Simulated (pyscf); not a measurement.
C₃H₈Si (SMILES C1C[SiH2]C1) -> C₃H₈Si (SMILES [SiH3]C1CC1), a concerted two-bond exchange (singlet surface; C–Si, C–H broken, C–C, H–Si formed). Single points on ωB97X-D3(BJ)/def2-SVP structures (PySCF, gas phase). Correlated levels are frozen-core, on RHF or UHF. ΔMP2 is the change of the MP2 total energy from the triple- to the quadruple-zeta basis. Energies in kcal/mol from the reactant's lowest minimum found.

Small-basis levels: PySCF, no dispersion term, spherical d functions. AM1 to PM7: differences of heats of formation from MOPAC, which are fitted to 298 K values and so differ in kind from electronic energies by zero-point and thermal terms. GFN2-xTB: tblite. Cost: rough CPU time at the saddle relative to B3LYP/6-31G*, from one job on a shared machine.

```
level                             barrier  reaction energy        cost
--------------------------------  -------  ---------------  ----------
HF/3-21G                            133.8            +17.7        0.05
HF/6-31G*                           124.0             +7.5        0.08
BP86/6-31G*                          93.5            +10.0           1
B3LYP/STO-3G                        145.9            +20.7         0.5
B3LYP/LANL2DZ                       109.0            +14.2         0.7
B3LYP/6-31G*                        101.5             +9.3           1
B3LYP/def2-SVP                      101.6             +7.8           1
GFN2-xTB                             84.0             -2.3  under 0.02
AM1                                 114.3            +23.5  under 0.02
CCSD(T)/def2-TZVPP + ΔMP2(QZVPP)    100.3            +10.4           –
```

Against the last row the barrier runs from -16.3 (GFN2-xTB) to +45.6 kcal/mol (B3LYP/STO-3G). CCSD(T)/def2-TZVPP + ΔMP2(QZVPP) has limits of its own. cyclic C₃H₈Si (SMILES [SiH3]C1CC1) lies 13.9 kcal/mol over its isomer H₂C=CH–SiH₂–CH₃ (electronic energy, ωB97M-D3(BJ)/def2-TZVP). One saddle was located; it need not be the lowest between these sides. One closed-shell reference is unstable to symmetry breaking; treat the single-reference values with care. The CCSD(T) − MP2 part came from Ansatz, without density fitting, on the same reference. The largest closed-shell T1 diagnostic is 0.040, which may signal static correlation.
